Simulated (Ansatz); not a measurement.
Cost and result for the atomization energy of `N#C[SiH2]C#N` (7 atoms, 6 bonds).

| atom | x (Å) | y (Å) | z (Å) |
| --- | --- | --- | --- |
| N1 | 0.7117 | 0.7855 | -2.4725 |
| C2 | 0.3390 | 0.6213 | -1.3958 |
| Si3 | -0.2711 | 0.3999 | 0.3251 |
| C4 | 0.1362 | -1.3223 | 0.8259 |
| N5 | 0.3798 | -2.3955 | 1.1636 |
| H6 | 0.4393 | 1.3390 | 1.2115 |
| H7 | -1.7348 | 0.5721 | 0.3422 |

Total charge 0; spin multiplicity 1. All single points use the PBE0-D4/def2-TZVP geometry. Program: Ansatz. All runs use 4 threads of an Arm Neoverse V1 on a shared host. Times are those of one run each, without the atoms' runs, and a repeat can differ threefold. Electronic energies, without spin–orbit coupling; frozen cores. CCSD(T)/CBS adds CCSD(T) − MP2 in def2-TZVPP to the MP2 limit, and its time is that of the two runs behind it. T1 = 0.014. B3LYP takes the VWN-RPA correlation (the form of Gaussian; ORCA's B3LYP/G). HSE06 is the plane-wave form, built on full-range PBE exchange.

CCSD(T)/CBS is a level of theory with its own doubt, some kJ/mol a heavy atom from the limit and from the frozen cores, so smaller differences don't rank the functionals.

```csv
level,functions,wall time
BLYP-D4/def2-TZVPP,194,1.5 s
revPBE-D4/def2-TZVPP,194,1.5 s
CCSD(T)/def2-SVP,84,1.6 s
HSE06-D4/def2-TZVPP,194,1.7 s
PBE-D4/def2-TZVPP (with forces),194,1.9 s
B2PLYP/def2-TZVPP,194,2.9 s
B3LYP-D4/def2-TZVPP (with forces),194,2.9 s
r2SCANh-D4/def2-TZVPP,194,3.1 s
ωB97X-V/def2-TZVPP,194,4 s
ωB97M-V/def2-TZVPP (with forces),194,6 s
MP2/def2-QZVPP,358,9 s
CCSD(T)/def2-TZVPP,194,33 s
CCSD(T)/CBS(def2),–,42 s
```

Problem. What atomization energy does each give, and how far from CCSD(T)/CBS? (Best estimate.)

Solution. The calculation gave: 
```json
{"level": "BLYP-D4/def2-TZVPP", "atomization (kJ/mol)": "3138.8", "difference from CCSD(T)/CBS": "67.6", "per bond": "11.3"}
{"level": "revPBE-D4/def2-TZVPP", "atomization (kJ/mol)": "3104.2", "difference from CCSD(T)/CBS": "33.0", "per bond": "5.5"}
{"level": "CCSD(T)/def2-SVP", "atomization (kJ/mol)": "2878.2", "difference from CCSD(T)/CBS": "-193.0", "per bond": "-32.2"}
{"level": "HSE06-D4/def2-TZVPP", "atomization (kJ/mol)": "3076.3", "difference from CCSD(T)/CBS": "5.1", "per bond": "0.9"}
{"level": "PBE-D4/def2-TZVPP (with forces)", "atomization (kJ/mol)": "3197.5", "difference from CCSD(T)/CBS": "126.3", "per bond": "21.0"}
{"level": "B2PLYP/def2-TZVPP", "atomization (kJ/mol)": "3071.4", "difference from CCSD(T)/CBS": "0.2", "per bond": "0.0"}
{"level": "B3LYP-D4/def2-TZVPP (with forces)", "atomization (kJ/mol)": "3087.1", "difference from CCSD(T)/CBS": "15.9", "per bond": "2.7"}
{"level": "r2SCANh-D4/def2-TZVPP", "atomization (kJ/mol)": "3013.3", "difference from CCSD(T)/CBS": "-57.9", "per bond": "-9.7"}
{"level": "ωB97X-V/def2-TZVPP", "atomization (kJ/mol)": "3090.2", "difference from CCSD(T)/CBS": "19.0", "per bond": "3.2"}
{"level": "ωB97M-V/def2-TZVPP (with forces)", "atomization (kJ/mol)": "3093.2", "difference from CCSD(T)/CBS": "22.0", "per bond": "3.7"}
{"level": "MP2/def2-QZVPP", "atomization (kJ/mol)": "3149.0", "difference from CCSD(T)/CBS": "77.8", "per bond": "13.0"}
{"level": "CCSD(T)/def2-TZVPP", "atomization (kJ/mol)": "2970.4", "difference from CCSD(T)/CBS": "-100.8", "per bond": "-16.8"}
{"level": "CCSD(T)/CBS(def2)", "atomization (kJ/mol)": "3071.2", "difference from CCSD(T)/CBS": "0.0", "per bond": "0.0"}
```

The D4 term adds +22.9 kJ/mol with B3LYP and +12.0 kJ/mol with PBE0; it sums over pairs of atoms, weighted by their polarisabilities, and B3LYP, whose exchange is more repulsive, gets the larger term. At CCSD(T), def2-SVP lies −193.0 kJ/mol from the extrapolated value and def2-TZVPP −100.8 kJ/mol: correlation converges slowly with the basis, and small sets miss more of it in the bonded molecule than in its fragments. In def2-TZVPP, CCSD(T) changes the Hartree–Fock value by +941.1 kJ/mol (the triples alone add +80.7 kJ/mol) and MP2 by +1059.8 kJ/mol; breaking electron pairs costs correlation energy, which Hartree–Fock lacks.
